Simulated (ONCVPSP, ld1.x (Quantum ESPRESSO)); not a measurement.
## Potentials for Li (Z = 3) compared

Generated with ld1.x 7.5 (TM, RRKJ, ultrasoft, PAW), atompaw 4.2 or ONCVPSP 4.0.1. The cutoff is in Ry: for ld1.x and atompaw files where the sum of valence levels is converged to 10 mRy in a Bessel basis, for ONCV files where the hardest occupied wave has 1 mHa per electron of residual kinetic energy. The error is the largest all-electron minus pseudo excitation energy over each file’s own four to seven test configurations (ionisations up to +4, promotions, holes and added fractions of an electron), all of which were solved. The labels leave out finer settings (local radius, basis sizes, second energies), which also bear on the numbers. Spin-polarised tests are not counted. The rows are a selection from randomly drawn settings: files with unsolved tests, undetermined cutoffs or missed reference levels are left out.

A true bound ghost makes a file unfit for plane-wave use even where its test errors are small: the radial tests pick states by their node count and pass the ghost by.

```csv
potential,cutoff (Ry),largest error (meV),bound ghosts
"ONCV, BLYP, scalar-relativistic, rc 0.60/0.55/0.55 (spd), local smoothed, core correction no, reference 1s2, qcut 22.9/18/16.4, projectors 2/2/3",278,+51,none
"ONCV, PBE, scalar-relativistic, rc 1.10/1.10/1.20 (spd), local smoothed, core correction no, reference 1s2 2s1, qcut 11.3/7.3/7.6, projectors 2/1/2",88,+727,none
"ONCV, PW91, scalar-relativistic, rc 0.55/0.40/0.40 (spd), local smoothed, core correction no, reference 1s2, qcut 28.1/17.5/24, projectors 2/2/2",354,+24,s
"ONCV, PBE, scalar-relativistic, rc 1.30/1.15 (sp), local smoothed, core correction no, reference 1s2 2s1, qcut 10.1/7.1, projectors 3/2",68,+1197,none
```

Fill in the row for Li: RRKJ, PW91, non-relativistic, rc 2.15/4.20 (sp), local s, core correction yes, reference 2s0.5 2p0.

cutoff 6 Ry, largest error +9.5 meV, bound ghosts: none.
